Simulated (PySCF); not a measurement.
Bonds (- single, = double, # triple, : aromatic): C1-C2, C2=S3, C2-Si4, Si4-N5, N5:C6, C6:C7, C7:C8, C8:C9, C9:N5. C1 carries H10, H11, H12; Si4 carries H13, H14; C6 carries H15; C7 carries H16; C8 carries H17; C9 carries H18.

How the numbers were obtained: structure optimised with PBE0-D3(BJ)/def2-SVP, NMR shieldings at KT2/pcSseg-1/GIAO, in PySCF (relativity neglected, in vacuum, one conformer, fast rotation and ring inversion assumed for equivalent nuclei).

Question: List the cross peaks expected in HSQC, COSY and HMBC spectra.

Answer: 

HSQC (one-bond C–H):
```csv
δH,δC
6.75 (H15/H18),118.9 (C6/C9)
6.55 (H16/H17),109.7 (C7/C8)
3.20 (H10/H11/H12),51.0 (C1)
```

COSY cross peaks (H two or three bonds apart, from the bond graph; peaks can be absent where the dihedral angle is near 90°):
```csv
δH,δH
6.75 (H15/H18),6.55 (H16/H17)
```

HMBC (two and three bonds, from the bond graph):
```csv
δH,δC
6.75 (H15/H18),"118.9 (C6/C9), 109.7 (C7/C8)"
6.55 (H16/H17),"118.9 (C6/C9), 109.7 (C7/C8)"
4.96 (H13/H14),"296.6 (C2), 118.9 (C6/C9), 51.0 (C1)"
3.20 (H10/H11/H12),296.6 (C2)
```

Scale: TMS for ¹H, ¹³C (reference shieldings calculated alike).

Shifts are as computed. Against solution values, carbons near 30 ppm lie about +2 ppm off and those near 130 ppm about -5 ppm. Of 1309 compounds with measured shifts, 239 miss one by over three times the rms of a fit or turn the order of signals round; such compounds aren't used in these exercises.
